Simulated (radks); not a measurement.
The numbers below are computed, except where a source is named.
Ionisation of Sc, [Ar] 3d1 4s2, to Sc+, [Ar] 3d1 4s1, under several functionals. Scalar-relativistic Kohn-Sham, spin-polarised, spherical densities, finite nucleus; open shells are filled with parallel spins first; a radial shooting solver on a logarithmic mesh with Libxc functionals.

| functional | E(Sc) (hartree) | Exc (hartree) | IE (eV) | -e(HOMO) (eV) | <r> HOMO (bohr) | IE error (eV) |
|---|---|---|---|---|---|---|
| AM05 | -762.47260 | -37.25504 | 6.350 | 3.538 | 1.831 | -0.211 |
| exchange-only B88 | -763.42928 | -38.23084 | 5.607 | 2.783 | 1.879 | -0.954 |
| SCAN | -764.34869 | -39.17046 | 6.202 | 3.380 | 1.843 | -0.360 |
| OLYP | -764.37182 | -39.23110 | 6.339 | 3.441 | 1.802 | -0.222 |
| PBE | -764.06114 | -38.88216 | 6.461 | 3.512 | 1.839 | -0.101 |
| Wu-Cohen GGA | -763.71537 | -38.53029 | 6.328 | 3.550 | 1.837 | -0.234 |
| exchange-only r2SCAN | -763.40551 | -38.20021 | 5.292 | 2.524 | 1.867 | -1.270 |

NIST Atomic Spectra Database: 6.561 eV (measured). Closest: PBE. The Delta-SCF values span 1.17 eV, the total energies 1.90 hartree. The highest occupied level is 3d. Open shells are spherical and high-spin; term and fine-structure splittings are not resolved.
